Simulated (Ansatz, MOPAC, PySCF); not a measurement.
Noncovalent pair: HCl (SMILES Cl) (first 2 atoms) with C3H6 (SMILES C=CC); geometry from B3LYP-D3(BJ)/def2-TZVP, rigid monomers moved along the line of their centres of mass till H2···C3 is 2.64 Å.
(charge 0, multiplicity 1):
| atom | x (Å) | y (Å) | z (Å) |
|---|---|---|---|
| Cl | 0.2408 | 0.2111 | 0.5384 |
| H | 0.5492 | 0.0915 | 1.7929 |
| C | 1.1013 | -0.5350 | 4.2993 |
| C | 0.1925 | 0.4245 | 4.4532 |
| C | -1.2871 | 0.2178 | 4.4551 |
| H | 0.8129 | -1.5728 | 4.1738 |
| H | 2.1619 | -0.3186 | 4.3089 |
| H | 0.5327 | 1.4490 | 4.5809 |
| H | -1.7592 | 0.7916 | 3.6529 |
| H | -1.5457 | -0.8332 | 4.3229 |
| H | -1.7250 | 0.5677 | 5.3938 |

Interaction energies are E(AB) − E(A) − E(B) at the monomers' geometry in the complex; basis-set methods are counterpoise corrected.

The state reached by AM1 isn't checked.

The values were computed with Ansatz (Gaussian basis) for Hartree–Fock, density functionals and correlated methods; MOPAC for AM1 (differences of heats of formation); PySCF for the dispersion terms. 

Question: One of these levels gives -3.12 kcal/mol for the interaction energy. Which one is it?
A. r2SCAN/def2-TZVPPD
B. AM1
C. PBE/def2-TZVPPD
D. r2SCAN-D3(BJ)/def2-TZVPPD

Answer: C, PBE/def2-TZVPPD. The others give -1.30 (AM1), -3.51 (r2SCAN/def2-TZVPPD), -3.99 (r2SCAN-D3(BJ)/def2-TZVPPD)

Ansatz is an electronic-structure program.
